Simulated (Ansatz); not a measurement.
A search over several starts for the lowest SCF solution of the cluster In2Ga⁻ at the given spin, in a small basis.

```yaml
crystal:
  periodic: [false, false, false]
  atoms:
    - {symbol: Ga, position_ang: [1.021579, 0.665920, -0.705057]}
    - {symbol: In, position_ang: [-0.493953, 0.794054, 1.441380]}
    - {symbol: In, position_ang: [-0.527626, -1.459975, -0.736324]}
basis:
  gaussian: {orbitals: def2-SVP, initial_orbitals: start.molden}
total_charge: -1
magnetization: {spin_polarized: true, initial_magnetization: 2}
hamiltonian: {xc: pbe0, dispersion: d4}
output: {orbitals: {seedname: orbitals}}
```

The file start.molden holds the orbitals of an earlier run on this structure, at another level or in another basis.

```sh
$ ansatz run in.yaml --threads 4 --pin off --events-out ev --progress --plain --max-ram 3916MiB
```

It prints (some lines left out):

```
Functional definition: PBE0
997 factors; integrals over basis functions are off by at most 3.5e-4 eV
mean field evaluation 1: about -62713.3413 eV, gradient 3.0e1 eV
mean field evaluation 2: about -62713.6448 eV, gradient 4.1e-1 eV
mean field evaluation 4: about -62713.6577 eV, gradient 3.5e-3 eV
mean field evaluation 8: about -62713.6577 eV, gradient 2.9e-5 eV
mean field evaluation 16: about -62713.6379 eV, gradient 8.7e-1 eV
mean field evaluation 32: about -62713.6577 eV, gradient 4.7e-5 eV
mean field evaluation 64: about -62713.0446 eV, gradient 1.3e-3 eV
mean field evaluation 96: about -62713.1037 eV, gradient 4.4e-1 eV
mean field evaluation 128: about -62713.6494 eV, gradient 5.0e-1 eV
mean field -62713.65771102 eV, -2304.6844120360 hartree, gradient 2.7e-6 eV, S^2 2.008654; 15 other end points of the search recorded, 0 dependent functions left out
reference -62713.65773336 eV, -2304.6844128570 hartree; 38, 36 occupied and 46, 48 virtual orbitals, 997 factors
Total energy: -62713.75685410 eV, -2304.6880554771 hartree
```

Run time 6 s (4 threads of AMD EPYC 9R45 on a shared host).

Other converged states that the search met: 0.13 eV higher (⟨S²⟩ = 2.33), 0.52 eV higher (⟨S²⟩ = 2.01), 0.61 eV higher (⟨S²⟩ = 3.02).

In the def2 sets In takes a core potential; there is no spin–orbit coupling. The highest occupied level of the charge -1 triplet lies above zero (up to 0.06 eV). It is a level of β spin, whose loss leaves a quartet; that state wasn't run at this geometry and level. The electron is either unbound and held by the finite basis, or the level is raised by self-interaction error. The structure comes from a short search, and lower isomers may exist.
